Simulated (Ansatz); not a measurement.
The Ansatz (a program for electronic structure) input:
Ansatz 0.2 input:
```yaml
crystal:
  periodic: [false, false, false]
  atoms:
    - {symbol: N, position_ang: [-0.00000000, -0.00000000, -0.60547328]}
    - {symbol: N, position_ang: [0.00000000, 0.00000000, 0.60547328]}
basis:
  gaussian:
    orbitals: def2-SVPD
hamiltonian:
  xc: {name: wB97X-V}
total_charge: -1
magnetization: {spin_polarized: true, initial_magnetization: 1}
accuracy: high
```

Question: Predict the total energy from WB97X-V/def2-SVPD run with Ansatz.

Answer: -109.3275 Eh

Question: Give the <S^2> at the level WB97X-V/def2-SVPD.

Answer: 0.753

A gas-phase anion may not be bound at this level; its values then depend on the basis.
